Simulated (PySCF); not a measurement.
The multiplicity is imposed and other spin states were not computed.

B3LYP has the VWN-RPA correlation part, as in Gaussian. 

Cartesian coordinates (Å):
```xyz
6

Cu    -0.1143    -0.2104     0.0613
N     -1.5544    -2.6711     0.8619
C     -0.9642    -1.6980     0.5399
H     -2.0548    -3.4994     1.1382
O      0.7765     1.2470    -0.4215
H      0.2173     2.0438    -0.4234
```
Charge 0, multiplicity 1.

Give the HOMO, dipole moment and HOMO–LUMO gap at the level PySCF with B3LYP-D3(BJ)/def2-TZVP // TPSS-D3(BJ)/def2-SVP.


```yaml
HOMO: -6.22 eV
dipole_moment: 6.99 D
HOMO–LUMO gap: 4.65 eV
```
